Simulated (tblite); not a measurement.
Compound: C5H16BNSi.
Atom-mapped SMILES: `[BH3-:1][N@+:2]1([CH3:3])[CH2:4][CH2:5][C@@H:6]1[CH2:7][SiH3:8]` (hydrogens: H9, H10, H11 on B1; H12, H13, H14 on C3; H15, H16 on C4; H17, H18 on C5; H19 on C6; H20, H21 on C7; H22, H23, H24 on Si8)

Computed with GFN2-xTB (tblite), gas phase: L-BFGS steps from a force-field or distance-geometry start until the largest atomic force falls under 0.01 eV/Å.

Step 126: E = -673.4760 eV
```
atom  x, y, z in Å  |  force x, y, z in eV/Å
B1     -0.8904    0.8870    1.3816    0.007   0.015   0.013
N2     -0.8911   -0.0069    0.0091   -0.020  -0.013   0.042
C3     -1.4456    0.7778   -1.0781    0.030  -0.031   0.052
C4     -1.5627   -1.3038    0.2491   -0.037   0.032   0.043
C5     -0.2053   -1.9976    0.3177   -0.016  -0.006   0.009
C6      0.3795   -0.7242   -0.3069   -0.004  -0.004   0.009
C7      1.6847   -0.2006    0.2517    0.029  -0.024  -0.015
Si8     2.4187    1.2890   -0.6826   -0.011   0.044   0.001
H9     -2.0267    1.2155    1.5387   -0.030   0.009  -0.001
H10    -0.5226    0.1672    2.2614    0.041   0.067   0.010
H11    -0.1685    1.8228    1.1993   -0.039  -0.056  -0.006
H12    -0.8296    1.6597   -1.2371    0.025  -0.003  -0.006
H13    -2.4464    1.1022   -0.7993    0.002   0.002  -0.028
H14    -1.4955    0.1903   -2.0012    0.007   0.029  -0.001
H15    -2.1713   -1.6244   -0.5998    0.031   0.040  -0.030
H16    -2.1680   -1.3008    1.1538    0.032  -0.009  -0.030
H17     0.1354   -2.1559    1.3375    0.007  -0.010  -0.011
H18    -0.0898   -2.9091   -0.2609   -0.010  -0.078   0.010
H19     0.4605   -0.8342   -1.3950    0.008  -0.008  -0.027
H20     2.3967   -1.0293    0.2044   -0.038  -0.017   0.016
H21     1.5465    0.0436    1.3045    0.013  -0.030  -0.077
H22     2.1683    2.5326    0.0317   -0.009   0.036  -0.031
H23     1.8501    1.3491   -2.0387   -0.011  -0.004   0.034
H24     3.8613    1.0698   -0.8333   -0.006   0.016   0.025
```

Step 127: E = -673.4779 eV
```
atom  x, y, z in Å  |  force x, y, z in eV/Å
B1     -0.8900    0.8814    1.3835    0.018   0.060   0.003
N2     -0.8900   -0.0073    0.0090   -0.012  -0.013   0.045
C3     -1.4393    0.7819   -1.0774    0.026  -0.027   0.027
C4     -1.5656   -1.3018    0.2485    0.002   0.016   0.020
C5     -0.2099   -1.9982    0.3232    0.005  -0.026  -0.034
C6      0.3795   -0.7280   -0.3051    0.005   0.011   0.012
C7      1.6861   -0.2026    0.2506    0.035  -0.008  -0.039
Si8     2.4153    1.2904   -0.6855   -0.059   0.025   0.013
H9     -2.0277    1.2016    1.5427   -0.051   0.008   0.012
H10    -0.5134    0.1638    2.2604    0.037   0.060   0.017
H11    -0.1788    1.8266    1.2023   -0.029  -0.077  -0.006
H12    -0.8177    1.6612   -1.2315    0.012  -0.004  -0.008
H13    -2.4409    1.1107   -0.8038    0.033  -0.011  -0.020
H14    -1.4872    0.1975   -2.0033    0.005   0.034   0.017
H15    -2.1650   -1.6245   -0.6058    0.000   0.046  -0.022
H16    -2.1753   -1.2957    1.1498    0.020  -0.014  -0.035
H17     0.1295   -2.1547    1.3430    0.010  -0.003   0.013
H18    -0.0968   -2.9140   -0.2511   -0.008  -0.042   0.019
H19     0.4631   -0.8379   -1.3934   -0.011  -0.026  -0.015
H20     2.4020   -1.0279    0.1968   -0.054  -0.020   0.029
H21     1.5517    0.0407    1.3038    0.014  -0.035  -0.068
H22     2.1605    2.5361    0.0232   -0.015   0.036  -0.026
H23     1.8395    1.3401   -2.0392    0.005   0.002   0.031
H24     3.8585    1.0806   -0.8330    0.010   0.008   0.016
```

Step 128: E = -673.4796 eV
```
atom  x, y, z in Å  |  force x, y, z in eV/Å
B1     -0.8899    0.8758    1.3873    0.009   0.075  -0.007
N2     -0.8881   -0.0084    0.0106    0.003   0.005   0.026
C3     -1.4310    0.7856   -1.0750    0.015  -0.018  -0.006
C4     -1.5676   -1.3002    0.2466    0.015  -0.001   0.027
C5     -0.2140   -2.0003    0.3270    0.033  -0.016   0.008
C6      0.3801   -0.7317   -0.3031    0.011   0.013   0.002
C7      1.6874   -0.2030    0.2490    0.025  -0.006  -0.051
Si8     2.4104    1.2925   -0.6905   -0.079   0.004   0.031
H9     -2.0291    1.1906    1.5462   -0.055   0.004   0.024
H10    -0.5070    0.1598    2.2613    0.029   0.044   0.032
H11    -0.1854    1.8255    1.2095   -0.010  -0.063  -0.016
H12    -0.8048    1.6626   -1.2241    0.004   0.003  -0.001
H13    -2.4340    1.1174   -0.8078    0.053  -0.018  -0.010
H14    -1.4757    0.2062   -2.0050    0.004   0.028   0.036
H15    -2.1582   -1.6222   -0.6132   -0.031   0.041  -0.029
H16    -2.1839   -1.2924    1.1438    0.027  -0.021  -0.047
H17     0.1236   -2.1541    1.3490   -0.003   0.005  -0.021
H18    -0.1047   -2.9200   -0.2421    0.006  -0.027   0.012
H19     0.4659   -0.8412   -1.3917   -0.033  -0.041  -0.003
H20     2.4051   -1.0263    0.1950   -0.047  -0.025   0.025
H21     1.5550    0.0412    1.3010    0.012  -0.027  -0.033
H22     2.1517    2.5428    0.0091   -0.020   0.028  -0.021
H23     1.8282    1.3303   -2.0412    0.015   0.008   0.015
H24     3.8543    1.0893   -0.8341    0.017   0.005   0.008
```

**Question.** Estimate the geometry and energy of step 129. (The exact step hangs on the optimiser's Hessian estimate; all steps are aligned on step 128, rigid shifts and turns removed.)

**Answer.** E = -673.4811 eV, largest force 0.081 eV/Å
```
atom  x, y, z in Å  |  force x, y, z in eV/Å
B1     -0.8897    0.8743    1.3906   -0.011   0.052  -0.009
N2     -0.8856   -0.0089    0.0125    0.013   0.006   0.019
C3     -1.4236    0.7870   -1.0730    0.007   0.016  -0.025
C4     -1.5684   -1.2985    0.2454    0.026  -0.026  -0.019
C5     -0.2169   -2.0022    0.3290    0.042  -0.018  -0.015
C6      0.3810   -0.7346   -0.3016    0.007   0.008  -0.007
C7      1.6886   -0.2036    0.2475    0.011  -0.008  -0.032
Si8     2.4047    1.2948   -0.6939   -0.066  -0.023   0.040
H9     -2.0312    1.1830    1.5492   -0.038   0.003   0.028
H10    -0.5009    0.1602    2.2630    0.017   0.028   0.040
H11    -0.1891    1.8253    1.2157    0.005  -0.031  -0.031
H12    -0.7940    1.6619   -1.2187    0.000   0.017   0.000
H13    -2.4272    1.1209   -0.8110    0.054  -0.015   0.002
H14    -1.4662    0.2114   -2.0048    0.006   0.006   0.028
H15    -2.1540   -1.6186   -0.6195   -0.032   0.045  -0.007
H16    -2.1886   -1.2900    1.1384    0.007  -0.025  -0.020
H17     0.1192   -2.1555    1.3510    0.001   0.007   0.000
H18    -0.1112   -2.9252   -0.2371    0.013   0.004   0.013
H19     0.4679   -0.8432   -1.3906   -0.050  -0.051   0.005
H20     2.4063   -1.0263    0.1955   -0.029  -0.026   0.013
H21     1.5563    0.0408    1.2989    0.012  -0.017  -0.012
H22     2.1431    2.5485   -0.0020   -0.026   0.026  -0.014
H23     1.8177    1.3226   -2.0422    0.022   0.013   0.000
H24     3.8500    1.0955   -0.8345    0.007   0.008   0.002
```

The energy changes by -0.0014 eV. The first-order estimate −F·Δx gives -0.0020 eV and the mean of the old and new forces, exact on a quadratic surface, -0.0014 eV. The step makes an angle of 77° with the force vector and moves no atom by more than 0.015 Å.

The cost below is that of the whole relaxation. Hardware: Arm Neoverse N1, one thread, shared host with 64 logical CPUs at a one-minute load of 62. Cost: 3.2 s wall.
